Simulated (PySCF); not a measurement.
Gas-phase reaction: 3 Br2 + i-Si4H10 = 2 SiH3Br + 2 SiH2Br2

Computed with PySCF and rigid-rotor harmonic-oscillator thermochemistry at 1 bar. † marks an energy on the PBE0/def2-TZVP geometry and frequencies; other levels use their own. MP2 and CCSD(T) freeze the core. 6-31G* has spherical d functions here. All species are closed-shell singlets. B3LYP is the form with VWN-RPA correlation. Br: all electrons, no relativistic terms. MP2 isn't extrapolated to the basis-set limit; its ΔH°(298 K) is -835.0 kJ in def2-SVP and -857.2 kJ in def2-TZVPP. CCSD(T) isn't extrapolated to the basis-set limit. The harmonic model lacks anharmonicity and excited electronic states, which grow with temperature; levels with a mode under 35 cm⁻¹ are left out. Internal rotation in i-Si4H10 is treated as a harmonic vibration of one conformer, which makes the entropy rough. Soft modes under 120 cm⁻¹ make the harmonic entropy rough for SiH2Br2.

| level | ΔE electronic, kJ | ΔH°(298 K), kJ | ΔS°(298 K), J/K | ΔG°(2000 K), kJ |
|---|---|---|---|---|
| B3LYP/6-31G* | -730 | -724 | 1 | -684 |
| B3LYP/def2-TZVP† | -756 | -751 | 2 | -713 |
| CCSD(T)/def2-SVP† | -777 | -771 | 2 | -734 |
| MP2/def2-TZVPP† | -863 | -857 | 2 | -820 |
| PBE/def2-TZVP† | -716 | -710 | 2 | -673 |
| PBE0/def2-SVP† | -753 | -747 | 2 | -710 |
| PBE0/def2-TZVP | -765 | -759 | 2 | -722 |
| r2SCAN/def2-TZVP† | -792 | -786 | 2 | -749 |
| ωB97X-V/def2-TZVP† | -788 | -782 | 2 | -745 |
ΔH° is lowest at MP2/def2-TZVPP† and highest at PBE/def2-TZVP†. No reference value is set beside these.
